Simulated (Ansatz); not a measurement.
Consider the ligand exchange at the Si–C bond: `C=C[SiH2][SiH2]C` + HCl → `C=C[SiH2][SiH2]Cl` + CH₄.

Program: Ansatz. Geometries: PBE0-D4/def2-TZVP. ΔE: electronic, gas phase. CCSD(T)/CBS is the MP2 limit (def2-TZVPP, def2-QZVPP) plus CCSD(T) − MP2 in def2-TZVPP, frozen cores. This one scheme is used for every species. Functionals use def2-TZVPP. B3LYP here is the variant with VWN-RPA as its local correlation; programs differ in this. Each species was taken in one conformer, which may not be the lowest.

| level | ΔE (kJ/mol) | difference from CCSD(T)/CBS |
| --- | --- | --- |
| B3LYP-D4 | -105.0 | -2.9 |
| PBE | -99.9 | 2.2 |
| PBE0 | -101.5 | 0.6 |
| B3LYP | -105.7 | -3.6 |
| HF/def2-TZVPP | -113.8 | -11.7 |
| SCS-MP2/def2-TZVPP | -103.5 | -1.4 |
| CCSD/def2-TZVPP | -98.8 | 3.3 |
| CCSD(T)/def2-TZVPP | -97.8 | 4.3 |
| HF/def2-QZVPP | -113.9 | -11.8 |
| MP2/CBS(def2) | -107.2 | -5.1 |
| CCSD(T)/CBS | -102.1 | 0 |

Largest T1 diagnostic among the species: 0.012.

In def2-TZVPP, CCSD(T) changes the Hartree–Fock value by +15.9 kJ/mol (the triples alone add +0.9 kJ/mol) and MP2 by +10.9 kJ/mol.

CCSD(T)/CBS has its own doubt, a few kJ/mol and more with outer-core shells, so smaller differences from it don't rank the levels.
